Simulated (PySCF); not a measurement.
SMILES Cc1ccsc1-c1c(F)cccc1F, GFN2-xTB optimised geometry.

```
22

C     -1.97     2.29    -0.04
C     -0.52     1.94     0.00
C      0.51     2.91     0.01
C      1.76     2.38     0.02
S      1.73     0.66     0.00
C     -0.01     0.66     0.00
C     -0.74    -0.60     0.00
C     -0.46    -1.63    -0.90
F      0.50    -1.44    -1.82
C     -1.15    -2.83    -0.91
C     -2.16    -3.04     0.01
C     -2.46    -2.05     0.94
C     -1.76    -0.87     0.92
F     -2.05     0.06     1.86
H     -2.55     1.48    -0.49
H     -2.34     2.46     0.96
H     -2.11     3.19    -0.63
H      0.31     3.97     0.01
H      2.70     2.89     0.03
H     -0.88    -3.57    -1.64
H     -2.70    -3.97     0.01
H     -3.24    -2.20     1.67
```

Density from PySCF with PBE/def2-SVP at that geometry.

Minimum of the electron density along straight lines between bonded atoms, close to the bond critical point (lines longer than 1.1 times the sum of covalent radii, or with two minima, are not listed):

```json
[
 {"bond": "C1–C2", "length / Å": "1.492", "ρ at the minimum / e bohr⁻³": "0.253", "∇²ρ there / e bohr⁻⁵": "-0.57", "position (fraction from the first atom)": "0.49"},
 {"bond": "C2–C3", "length / Å": "1.417", "ρ at the minimum / e bohr⁻³": "0.291", "∇²ρ there / e bohr⁻⁵": "(withheld)", "position (fraction from the first atom)": "0.50"},
 {"bond": "C3–C4", "length / Å": "1.356", "ρ at the minimum / e bohr⁻³": "0.321", "∇²ρ there / e bohr⁻⁵": "-0.79", "position (fraction from the first atom)": "0.49"},
 {"bond": "C4–S5", "length / Å": "1.714", "ρ at the minimum / e bohr⁻³": "0.216", "∇²ρ there / e bohr⁻⁵": "-0.46", "position (fraction from the first atom)": "0.47"},
 {"bond": "C2–C6", "length / Å": "1.370", "ρ at the minimum / e bohr⁻³": "0.313", "∇²ρ there / e bohr⁻⁵": "-0.74", "position (fraction from the first atom)": "0.49"},
 {"bond": "S5–C6", "length / Å": "1.740", "ρ at the minimum / e bohr⁻³": "0.206", "∇²ρ there / e bohr⁻⁵": "(withheld)", "position (fraction from the first atom)": "0.54"},
 {"bond": "C6–C7", "length / Å": "1.457", "ρ at the minimum / e bohr⁻³": "0.267", "∇²ρ there / e bohr⁻⁵": "-0.60", "position (fraction from the first atom)": "0.50"},
 {"bond": "C7–C8", "length / Å": "1.397", "ρ at the minimum / e bohr⁻³": "0.305", "∇²ρ there / e bohr⁻⁵": "-0.74", "position (fraction from the first atom)": "0.49"},
 {"bond": "C8–F9", "length / Å": "1.346", "ρ at the minimum / e bohr⁻³": "0.256", "∇²ρ there / e bohr⁻⁵": "0.07", "position (fraction from the first atom)": "0.34"},
 {"bond": "C8–C10", "length / Å": "1.381", "ρ at the minimum / e bohr⁻³": "0.315", "∇²ρ there / e bohr⁻⁵": "-0.80", "position (fraction from the first atom)": "0.52"},
 {"bond": "C10–C11", "length / Å": "1.384", "ρ at the minimum / e bohr⁻³": "0.307", "∇²ρ there / e bohr⁻⁵": "-0.75", "position (fraction from the first atom)": "0.50"},
 {"bond": "C11–C12", "length / Å": "1.383", "ρ at the minimum / e bohr⁻³": "0.308", "∇²ρ there / e bohr⁻⁵": "-0.75", "position (fraction from the first atom)": "0.50"},
 {"bond": "C7–C13", "length / Å": "1.396", "ρ at the minimum / e bohr⁻³": "0.305", "∇²ρ there / e bohr⁻⁵": "-0.74", "position (fraction from the first atom)": "0.49"},
 {"bond": "C12–C13", "length / Å": "1.382", "ρ at the minimum / e bohr⁻³": "0.314", "∇²ρ there / e bohr⁻⁵": "-0.80", "position (fraction from the first atom)": "0.48"},
 {"bond": "C13–F14", "length / Å": "1.347", "ρ at the minimum / e bohr⁻³": "0.255", "∇²ρ there / e bohr⁻⁵": "0.07", "position (fraction from the first atom)": "0.34"},
 {"bond": "C1–H15", "length / Å": "1.088", "ρ at the minimum / e bohr⁻³": "0.275", "∇²ρ there / e bohr⁻⁵": "-1.00", "position (fraction from the first atom)": "0.63"},
 {"bond": "C1–H16", "length / Å": "1.090", "ρ at the minimum / e bohr⁻³": "0.272", "∇²ρ there / e bohr⁻⁵": "-0.98", "position (fraction from the first atom)": "0.63"},
 {"bond": "C1–H17", "length / Å": "1.088", "ρ at the minimum / e bohr⁻³": "0.274", "∇²ρ there / e bohr⁻⁵": "-0.99", "position (fraction from the first atom)": "0.63"},
 {"bond": "C3–H18", "length / Å": "1.075", "ρ at the minimum / e bohr⁻³": "0.281", "∇²ρ there / e bohr⁻⁵": "-1.05", "position (fraction from the first atom)": "0.63"},
 {"bond": "C4–H19", "length / Å": "1.072", "ρ at the minimum / e bohr⁻³": "0.283", "∇²ρ there / e bohr⁻⁵": "-1.09", "position (fraction from the first atom)": "0.64"},
 {"bond": "C10–H20", "length / Å": "1.078", "ρ at the minimum / e bohr⁻³": "0.281", "∇²ρ there / e bohr⁻⁵": "-1.05", "position (fraction from the first atom)": "0.64"},
 {"bond": "C11–H21", "length / Å": "1.078", "ρ at the minimum / e bohr⁻³": "0.282", "∇²ρ there / e bohr⁻⁵": "-1.07", "position (fraction from the first atom)": "0.64"},
 {"bond": "C12–H22", "length / Å": "1.078", "ρ at the minimum / e bohr⁻³": "0.280", "∇²ρ there / e bohr⁻⁵": "-1.05", "position (fraction from the first atom)": "0.64"}
]
```

Fill in the missing entries.


- C2–C3, ∇²ρ there / e bohr⁻⁵: -0.68
- S5–C6, ∇²ρ there / e bohr⁻⁵: -0.40
